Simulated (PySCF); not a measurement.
# CsCl: frontier orbitals

PBE0 at R = 2.899 Å; Cs x2c-TZVPall, Cl x2c-TZVPall; spin-free X2C with a Gaussian nucleus (PySCF 2.14). State: triplet, unpaired electrons σ ↑, π ↑, a second solution, started from another occupation. Only the outer orbitals are listed, counted within each symmetry.

| spin | orbital | occ. | ε (eV) | on Cs (%) | main shells (%) |
| --- | --- | --- | --- | --- | --- |
| α | 14σ | 1 | -25.10 | 1 | 99 Cl s |
| α | 15σ | 1 | -15.23 | 88 | 88 Cs p, 11 Cl p |
| α | 7π | 1 | -14.88 | 98 | 98 Cs p |
| α | 7π | 1 | -14.85 | 99 | 99 Cs p |
| α | 8π | 1 | -12.72 | 2 | 98 Cl p |
| α | 8π | 1 | -11.13 | 2 | 98 Cl p |
| α | 16σ | 1 | -10.87 | 13 | 87 Cl p, 11 Cs p |
| α | 17σ | 1 | -2.49 | 100 | 96 Cs s |
| α | 9π | 0 | -0.61 | 100 | 100 Cs p |
| α | 9π | 0 | -0.53 | 100 | 100 Cs p |
| α | 18σ | 0 | -0.44 | 100 | 97 Cs p |
| β | 14σ | 1 | -23.47 | 2 | 98 Cl s |
| β | 15σ | 1 | -15.12 | 89 | 89 Cs p, 9 Cl p |
| β | 7π | 1 | -14.77 | 99 | 100 Cs p |
| β | 7π | 1 | -14.76 | 100 | 100 Cs p |
| β | 8π | 1 | -10.68 | 1 | 98 Cl p |
| β | 16σ | 1 | -10.45 | 12 | 88 Cl p, 10 Cs p |
| β | 8π | 0 | -7.36 | 2 | 98 Cl p |
| β | 17σ | 0 | -0.94 | 101 | 98 Cs s |
| β | 18σ | 0 | 0.21 | 100 | 97 Cs p |

Q: Which are the highest filled and the lowest empty level, where do they sit, and how wide is the gap?

A: Highest filled α 17σ at -2.49 eV (in %: 96 Cs s); lowest empty β 8π at -7.36 eV (in %: 98 Cl p); the gap at PBE0 is -4.87 eV.

```json
{
 "bond order (Mayer)": "0.13",
 "⟨S²⟩": "2.004",
 "charge on Cs (Mulliken, basis-dependent)": "-0.06",
 "charge on Cs (Löwdin, basis-dependent)": "-0.29",
 "dipole moment (positive dipole means Cs(−)Cl(+))": "1.08 D"
}
```

Shares are Mulliken populations and can fall outside 0 to 100 %.

Spin–orbit coupling is left out. Counting both spins, an empty level lies below a filled one in this solution, because spin and occupation are held.
